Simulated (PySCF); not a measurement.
## Correlation energy of O⁺ (oxygen, charge +1)

[He] 2s2 2p2 3s1, high-spin 4P determinant (an excited configuration). Calculation: PySCF 2.14, in aug-cc-pwCVTZ; no relativity, point nucleus. Frozen: 1s2; 5 electrons correlated.

```csv
level,correlation energy (mhartree)
CCSD,-110.80
(T),-2.40
CCSD(T),-113.20
```

Diagnostics: T1 = 0.0077, D1 = 0.0204, largest double amplitude 0.115.

The outer electron is Rydberg-like, and this basis confines it to a smaller radius and binds it less than a complete one would.

Cost of the coupled-cluster step: of the order of 9 core-seconds, for 5 correlated electrons.

Iterations:

```
CC2 = 0
CCSD nocc = (np.int64(4), np.int64(1)), nmo = (58, 58)
frozen orbitals [[0], [0]]
max_cycle = 100
direct = 0
conv_tol = 1e-08
conv_tol_normt = 1e-06
diis_space = 8
diis_start_cycle = 0
Init t2, MP2 energy = -0.0889520621801886
Init E_corr(UCCSD) = -0.0889520621802206
cycle = 1  E_corr(UCCSD) = -0.104385638903888  dE = -0.0154335767  norm(t1,t2) = 0.0471897
cycle = 2  E_corr(UCCSD) = -0.109368038075542  dE = -0.00498239917  norm(t1,t2) = 0.03741
cycle = 3  E_corr(UCCSD) = -0.107320629760564  dE = 0.00204740831  norm(t1,t2) = 0.0441436
cycle = 4  E_corr(UCCSD) = -0.11072809881453  dE = -0.00340746905  norm(t1,t2) = 0.0342283
cycle = 5  E_corr(UCCSD) = -0.110675499518366  dE = 5.25992962e-05  norm(t1,t2) = 0.00468404
cycle = 6  E_corr(UCCSD) = -0.110825205980329  dE = -0.000149706462  norm(t1,t2) = 0.00162446
cycle = 7  E_corr(UCCSD) = -0.110794398322809  dE = 3.08076575e-05  norm(t1,t2) = 0.000633751
cycle = 8  E_corr(UCCSD) = -0.110803163696988  dE = -8.76537418e-06  norm(t1,t2) = 0.000207506
cycle = 9  E_corr(UCCSD) = -0.110802399754342  dE = 7.63942646e-07  norm(t1,t2) = 4.67835e-05
cycle = 10  E_corr(UCCSD) = -0.110801879468443  dE = 5.20285899e-07  norm(t1,t2) = 1.33253e-05
cycle = 11  E_corr(UCCSD) = -0.110801840564352  dE = 3.89040907e-08  norm(t1,t2) = 5.06729e-06
cycle = 12  E_corr(UCCSD) = -0.110801916106305  dE = -7.55419527e-08  norm(t1,t2) = 1.34003e-06
cycle = 13  E_corr(UCCSD) = -0.11080190067936  dE = 1.54269446e-08  norm(t1,t2) = 3.91397e-07
cycle = 14  E_corr(UCCSD) = -0.110801899325497  dE = 1.35386274e-09  norm(t1,t2) = 1.26735e-07
UCCSD converged
E(UCCSD) = -73.64546212377182  E_corr = -0.1108018993254972
UCCSD(T) correction = -0.00239970902286718
```
